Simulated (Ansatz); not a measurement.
`C[SiH2]/C=C/[SiH3]` + `N[SiH3]` → `C[SiH2]N[SiH3]` + `C=C[SiH3]`  (ligand exchange at the Si–C bond)

Program: Ansatz. Geometries: PBE0-D4/def2-TZVP. ΔE: electronic, gas phase. CCSD(T)/CBS adds triple-zeta CCSD(T) − MP2 to the extrapolated MP2 energy (def2 sets, frozen cores). This one scheme is used for every species. One conformer a species, not always the lowest.

```tsv
species	CCSD(T)/def2-SVP energy (Eh)
`C[SiH2]/C=C/[SiH3]`	-697.72059
`N[SiH3]`	-346.49525
`C[SiH2]N[SiH3]`	-675.82168
`C=C[SiH3]`	-368.41682
```

Question: Work out ΔE.

Answer: ΔE = (-675.82168) + (-368.41682) − (-697.72059) − (-346.49525) = -0.02266 Eh = -59.5 kJ/mol. CCSD(T)/CBS gives -59.9 kJ/mol.

Largest T1 diagnostic among the species: 0.011.

Leaving LDA and LC-ωPBE aside and taking each functional with its dispersion term where it has one, the values, not all of them listed here, spread over 13.9 kJ/mol, from BHLYP-D4 to PBE-D4. From PBE to PBE0 (25 % exact exchange), in def2-TZVPP and without D4, ΔE moves by −4.2 kJ/mol. In def2-TZVPP, CCSD(T) changes the Hartree–Fock value by +8.7 kJ/mol (the triples alone add +1.7 kJ/mol) and MP2 by +8.5 kJ/mol.
